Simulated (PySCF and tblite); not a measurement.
Values are calculated unless marked as measured or tabulated.
C7H14, numbered as in [CH3:1][CH:2]1[CH2:3][CH2:4][CH2:5][CH2:6][CH2:7]1.

The ensemble was built from 90 distance-geometry starts (ETKDG and KDG, MMFF94s, GFN2-xTB) and rests on PBE0-D3(BJ)/def2-SVP geometries. Energies: PBE0-D3(BJ)/def2-TZVP, with GFN2-xTB thermal terms (modes under about 100 cm⁻¹ blended into free rotors). Symmetry numbers and mirror images are counted. Conformers within 4 kcal/mol (GFN2-xTB free energy) were kept, 5 at most. Couplings: B3LYP/pcSseg-1 with pcJ-1 on H (gas phase; spin-dipole term only for pairs with B, N, F, Si or P). Couplings are for ¹H. Of two unlike H on one atom, a is the less shielded (PBE0/pcSseg-1). Codes: tblite and PySCF.

The 6-ring runs over atoms 2–3–4–5–6–7.

```
conformer                                       shape  weight %
        1  6-ring chair (all substituents equatorial)      96.7
        2                     6-ring chair (C1 axial)       3.3
```

Give the couplings in each conformer and the averages at 298.15 K (pairs that fast motion interchanges averaged).


```csv
coupling,pairs,1,2,average (Hz)
"²J(H1,H1)",3,-13.9,-14.1,-13.9
"³J(H1,H2)",3,7.3,8.1,7.3
"³J(H2,H3b)",2,12.3,2.5,12.0
"³J(H2,H3a)",2,3.8,5.4,3.9
"⁴J(H2,H4a)",2,-0.6,-0.9,-0.6
"²J(H3b,H3a)",2,-14.6,-14.8,-14.6
"³J(H3b,H4b)",2,14.2,3.3,13.8
"³J(H3b,H4a)",2,4.1,4.1,4.1
"⁴J(H3b,H5a)",2,-0.6,-0.6,-0.6
"⁴J(H3b,H7a)",2,-0.5,-0.3,-0.5
"³J(H3a,H4b)",2,4.0,4.5,4.0
"³J(H3a,H4a)",2,3.4,15.0,3.8
"⁴J(H3a,H5a)",2,1.3,0.0,1.3
"⁴J(H3a,H5b)",2,-0.6,-0.6,-0.6
"⁴J(H3a,H7a)",1,1.9,0.0,1.9
"²J(H4b,H4a)",2,-14.8,-15.2,-14.8
"³J(H4b,H5a)",2,4.1,4.3,4.1
"³J(H4b,H5b)",2,14.2,3.2,13.8
"⁴J(H4b,H6a)",2,-0.6,-0.6,-0.6
"³J(H4a,H5a)",2,3.2,14.4,3.6
"³J(H4a,H5b)",2,4.1,4.2,4.1
"⁴J(H4a,H6a)",1,1.5,-0.2,1.4
"²J(H5a,H5b)",1,-14.8,-14.7,-14.8
```
